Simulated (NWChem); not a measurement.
Molecule: CrO2Cl2; SMILES [O]=[Cr]([Cl])(=[O])[Cl]

Program: NWChem. Medium grid unless said otherwise, to which SCAN and Minnesota functionals are sensitive. The geometry was optimised at PBE0/def2-SVP. Total energies of different functionals are on different scales.

| level | energy (Ha) | highest occupied level (eV) | orbital gap (eV) | dipole (D) |
|---|---|---|---|---|
| B3LYP/def2-SVP | -2114.8968 | -9.34 | 4.14 | 0.65 |
| PBE0/def2-SVP | -2114.1596 | -9.71 | 4.57 | 0.56 |
| LRC-wPBEh/def2-SVP | -2114.1814 | -11.51 | 8.01 | 0.39 |
| M05-2X/def2-SVP | -2114.6484 | -11.03 | 6.95 | 0.58 |
| TPSS/def2-SVP | -2115.0242 | -8.43 | 2.71 | 0.53 |
| r2SCAN/def2-SVP | -2114.7566 | -8.76 | 2.85 | 0.58 |
| B3PW91/def2-SVP | -2114.6791 | -9.49 | 4.16 | 0.58 |
